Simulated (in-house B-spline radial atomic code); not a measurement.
Mn. Computed with a B-spline radial atomic code. Model: non-relativistic spherical atom: semilocal Troullier-Martins pseudo-atom, one channel per l, against all electrons, high spin, G0W0 and RPA with empty states to l = 8, local potential for every l without a channel, a model core (radius 0 = none) keeps its share of the functional.

What the tables leave out is listed at the end.

The pseudopotential gives back the lowest level of each angular momentum of its own functional in the configuration it was made in; a second state of the same l is only approximately right. Exact exchange, RPA and GW see the smooth pseudo-orbitals and miss the exchange with the core, for which the functional's share stands in. The column with an uncorrelated core keeps all orbitals and exact exchange, and so separates missing core correlation from pseudisation. Only the three outermost levels and the lowest empty one were computed. RPA here is direct RPA, with no exchange kernel, and its energies carry an (l + 1/2)⁻⁴ tail. A hybrid on a potential with a model core restores only its own semilocal share of the core's exchange.

Command:
```bash
python run_psgw.py task.json out
```
Settings (lengths in bohr, energies in hartree):
```
Z                      25
electrons              25
configuration          [Ar] 3d5 4s2
generated_in           [Ar] 3d5 4s2
functional             lda,vwn
core_shells            5
radius_factor          1.3
core_correction        False
ion_configuration      [Ar] 3d5 4s1
```

Run time, properties included: 27 s on 1 thread of Intel(R) Xeon(R) 6975P-C (Granite Rapids) (shared host).

Given: made with LDA VWN5; model core radius 0 bohr; local radius 3.017 bohr; mean-field start LDA VWN5.

Valence shells of the generating configuration: 3d, 4s.

Channel: s 3.279, p 3.4, d 2.949 (radii in bohr).

Computed: largest level miss in the spin-unpolarised generating configuration 0 eV; valence RPA correlation energy all-electron orbitals -0.29564 hartree; valence RPA correlation energy pseudo -0.34738 hartree; ionisation by mean-field all-electron 7.4877 eV; ionisation by mean-field pseudo minus all -0.547 eV; ionisation by RPA all-electron 7.8287 eV; ionisation by RPA pseudo minus all -0.394 eV.

```csv
level,occupied,mean-field all-electron (eV),mean-field pseudo minus all (eV),G0W0 all-electron (eV),G0W0 uncorrelated core minus all (eV),G0W0 pseudo minus all (eV),exchange self-energy all-electron (eV),exchange self-energy pseudo (eV)
4s down,1,-4.5877,0.332,-7.3725,0.088,0.327,-8.7119,-7.1118
```

**Question.** What is the all-electron RPA polarisability, core included?

**Answer.** 51.845 bohr³.

**Question.** What is the pseudo-atom RPA polarisability?

**Answer.** 56.733 bohr³.

Given: mean-field start PBE0.

Computed: valence RPA correlation energy all-electron orbitals -0.25982 hartree; valence RPA correlation energy pseudo -0.32352 hartree; all-electron RPA polarisability, core included 47.858 bohr³; ionisation by mean-field all-electron 7.024 eV; ionisation by mean-field pseudo minus all -0.599 eV; ionisation by RPA all-electron 7.4966 eV.

```
  level  occupied  mean-field all-electron (eV)  mean-field pseudo minus all (eV)  G0W0 all-electron (eV)  G0W0 uncorrelated core minus all (eV)  G0W0 pseudo minus all (eV)  exchange self-energy all-electron (eV)  exchange self-energy pseudo (eV)
4s down         1                       -5.0621                              0.25                  -7.373                                  0.089                       0.298                                 -8.4204                           -6.9964
  4s up         1                       -6.0612                            -0.427                  -8.432                                  0.087                      -0.795                                 -10.587                           -10.984
```

**Question.** What is the pseudo-atom RPA polarisability?

**Answer.** 50.416 bohr³.

**Question.** What is the ionisation by RPA pseudo minus all?

**Answer.** -0.327 eV.

Given: mean-field start Hartree-Fock.

Computed: valence RPA correlation energy all-electron orbitals -0.20291 hartree; valence RPA correlation energy pseudo -0.2792 hartree; pseudo-atom RPA polarisability 41.638 bohr³; ionisation by mean-field all-electron 5.9723 eV; ionisation by mean-field pseudo minus all -0.272 eV; ionisation by RPA all-electron 7.056 eV.

```json
{"level": "4s down", "occupied": "1", "mean-field all-electron (eV)": "-6.1505", "mean-field pseudo minus all (eV)": "0.337", "G0W0 all-electron (eV)": "-7.1915", "G0W0 uncorrelated core minus all (eV)": "0.079", "G0W0 pseudo minus all (eV)": "0.271", "exchange self-energy all-electron (eV)": "-7.692", "exchange self-energy pseudo (eV)": "-6.5829"}
{"level": "4s up", "occupied": "1", "mean-field all-electron (eV)": "-7.4415", "mean-field pseudo minus all (eV)": "-1.36", "G0W0 all-electron (eV)": "-8.4048", "G0W0 uncorrelated core minus all (eV)": "0.087", "G0W0 pseudo minus all (eV)": "-1.406", "exchange self-energy all-electron (eV)": "-9.8974", "exchange self-energy pseudo (eV)": "-11.411"}
{"level": "3d up", "occupied": "1", "mean-field all-electron (eV)": "-17.44", "mean-field pseudo minus all (eV)": "3.207", "G0W0 all-electron (eV)": "-15.868", "G0W0 uncorrelated core minus all (eV)": "0.053", "G0W0 pseudo minus all (eV)": "1.777", "exchange self-energy all-electron (eV)": "-40.365", "exchange self-energy pseudo (eV)": "-22.84"}
```

**Question.** What is the all-electron RPA polarisability, core included?

**Answer.** 41.266 bohr³.

**Question.** What is the ionisation by RPA pseudo minus all?

**Answer.** -0.254 eV.

Among the listed levels the largest G0W0 shift of the pseudo-atom is +1.78 eV, for 3d up on the Hartree-Fock start, while leaving the core uncorrelated moves that level by +0.05 eV. So pseudisation and the lost core exchange, not the missing core correlation, make the error. Not in the tables (levels of low weight, unsolved or above zero; the highest and the empty levels are kept at any weight): on LDA the G0W0 levels 4s up (pseudo minus all -0.65 eV, weights 0.69 and 0.66), 3d up (pseudo minus all +1.89 eV, weights -1.55 and 0.04); on PBE0 the G0W0 levels 3d up (pseudo minus all +1.28 eV, weights 0.65 and 0.54).
